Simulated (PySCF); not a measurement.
Isomers C$_{8}$H$_{11}$ClO:

A. `C=C[C@@H]1C[C@H](C(=O)Cl)[C@H]1C`
B. SMILES C=C[C@@]1(C)C[C@@]1(C)C(=O)Cl
C. SMILES C=C[C@@]1(Cl)CC[C@@H]2O[C@@H]2C1
D. `C=C[C@@]1(C(=O)Cl)CC1(C)C`

Spectrum 1. ¹H NMR (500 MHz, computed): δ 6.27 (m, 1H), 5.55 (m, 1H), 5.46 (m, 1H), 1.92 (m, 1H), 1.61 (s, 3H), 1.42 (s, 3H), 0.85 (m, 1H). ¹³C{¹H} NMR (computed): δ 186.4 (C), 149.7 (CH), 122.4 (CH2), 39.9 (C), 38.5 (C), 36.8 (CH2), 21.8 (CH3), 19.6 (CH3).

Spectrum 2. ¹H NMR (500 MHz, computed): δ 6.10 (m, 1H), 5.52 (m, 1H), 5.39 (m, 1H), 2.80 (m, 1H), 2.65 (m, 1H), 2.58 (m, 1H), 2.41 (m, 1H), 2.15 (m, 1H), 2.05 (m, 1H), 1.72 (m, 1H), 1.60 (m, 1H). ¹³C{¹H} NMR (computed): δ 151.0 (CH), 119.8 (CH2), 71.5 (C), 49.3 (CH), 49.2 (CH), 40.1 (CH2), 36.4 (CH2), 28.0 (CH2).

Spectrum 3. ¹H NMR (500 MHz, computed): δ 6.08 (m, 1H), 5.28 (m, 1H), 5.21 (m, 1H), 2.72 (m, 1H), 2.35 (m, 1H), 2.16 (m, 1H), 2.12 (m, 1H), 2.04 (m, 1H), 1.42 (d, 3H). ¹³C{¹H} NMR (computed): δ 185.7 (C), 151.3 (CH), 121.2 (CH2), 52.8 (CH), 46.7 (CH), 45.2 (CH), 26.1 (CH2), 22.9 (CH3).

Spectrum 4. ¹H NMR (500 MHz, computed): δ 6.71 (m, 1H), 5.70 (m, 1H), 5.55 (m, 1H), 1.54 (m, 1H), 1.36 (s, 3H), 1.29 (s, 3H), 1.16 (m, 1H). ¹³C{¹H} NMR (computed): δ 184.2 (C), 147.3 (CH), 128.9 (CH2), 46.0 (C), 37.5 (C), 34.2 (CH2), 24.3 (CH3), 20.0 (CH3).

All values are calculated (PySCF): GFN2-xTB structure, NMR shieldings at PBE0/pcSseg-1/GIAO. Single conformer, relativity neglected, fast rotation and ring inversion assumed for equivalent nuclei, no solvent model.

Scale: ¹H (σ = 31.72 ppm) and ¹³C (σ = 186.93 ppm) vs TMS (reference shieldings calculated alike). Where no couplings were computed, multiplicities follow the n + 1 count of equivalent neighbours, and m marks all less simple cases (inequivalent or close neighbours, rings, F or P nearby). Shifts are as computed. Against solution values, carbons near 30 ppm lie about +3 ppm off and those near 130 ppm about +5 ppm; carbons on Cl a further +6 ppm. Of 1211 compounds with measured shifts, 218 miss one by over three times the rms of a fit or turn the order of signals round; such compounds aren't used in these exercises. Carbons bonded to Cl come out too deshielded.

Which spectrum belongs to which compound?

## Answers

1–B, 2–C, 3–A, 4–D.

- Spectrum 1 (B): 8 ¹³C signals; δC 149.7 is an alkene CH; δC 122.4 is a terminal =CH2 carbon.
- Spectrum 2 (C): 8 ¹³C signals; δC 151.0 is an alkene CH; δC 119.8 is a terminal =CH2 carbon.
- Spectrum 3 (A): 8 ¹³C signals; δC 151.3 is an alkene CH; δC 121.2 is a terminal =CH2 carbon.
- Spectrum 4 (D): 8 ¹³C signals; δC 147.3 is an alkene CH; δC 128.9 is a terminal =CH2 carbon.
